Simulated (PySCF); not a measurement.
**Does the structure fit the spectrum?**

A compound C5H9NOSi gives the data below (simulated from a calculation) and was assigned the structure `COc1ccn([SiH3])c1`.

13C{1H} NMR (computed): δ 159.0 (CH), 124.4 (CH), 122.7 (C), 63.3 (CH2), 20.4 (CH3).

1H NMR (500 MHz, computed): δ 6.98 (m, 1H), 6.24 (d, 1H), 5.18 (d, 2H), 4.02 (q, 2H), 1.40 (t, 3H).

[PySCF 2.14.0 with density-fitted response routines: NMR shieldings at PBE0/pcSseg-1/GIAO; GFN2-xTB geometry; non-relativistic; equivalent nuclei averaged; one conformer; no solvent]

Referencing at the same level of theory: TMS for 1H, 13C.

(1) Compare with the shifts computed for the proposed structure, pairing carbons in order of shift.

(2) Which isomer fits?

## Answers

(1) Structure with atom numbers: `[CH3:1][O:2][c:3]1[cH:4][cH:5][n:6]([SiH3:7])[cH:8]1`; H(Xn) means a hydrogen on atom n.

| atom | computed for proposal | given list | difference |
| --- | --- | --- | --- |
| C3 | 159.2 | 159.0 | +0.2 |
| C5 | 126.8 | 124.4 | +2.4 |
| C4 | 111.3 | 122.7 | -11.4 |
| C8 | 106.0 | 63.3 | +42.7 |
| C1 | 57.8 | 20.4 | +37.4 |

The rms difference is 25.9 ppm and the largest +42.7 ppm at C8 (aromatic CH next to a ring nitrogen). The carbon types in order of shift don't match either: C, CH, CH, CH, CH3 for the proposal against CH, CH, C, CH2, CH3 in the data. The proposal doesn't fit.

(2) `CCO[SiH2]/C=C/C#N`.

1. Carbon types of the structure: 1 × C, 2 × CH, 1 × CH2, 1 × CH3, leaving 2 H on heteroatoms.
2. δC 159.0, 124.4: alkene CH; the olefinic region.
3. δC 122.7: nitrile carbon; this is the usual window of a C≡N carbon, which has no attached hydrogen.
4. δC 63.3: sp3 CH2 bonded to O; the inductive effect lowers its shielding.
5. δC 20.4: methyl carbon; aliphatic region, no heteroatom directly attached.

Other isomers checked: NCc1coc([SiH3])c1 (rms 34.7 ppm).

The data come from this structure; uniqueness wasn't tested.

Shifts are as computed. Against solution values, carbons near 30 ppm lie about +3 ppm off and those near 130 ppm about +5 ppm. Of 1211 compounds with measured shifts, 218 miss one by over three times the rms of a fit or turn the order of signals round; such compounds aren't used in these exercises. No couplings were computed; multiplicities are counted from neighbouring protons, with m where these are inequivalent, close in shift, in a saturated or five-membered ring or joined by F or P, and br s for small geminal =CH2 splittings.
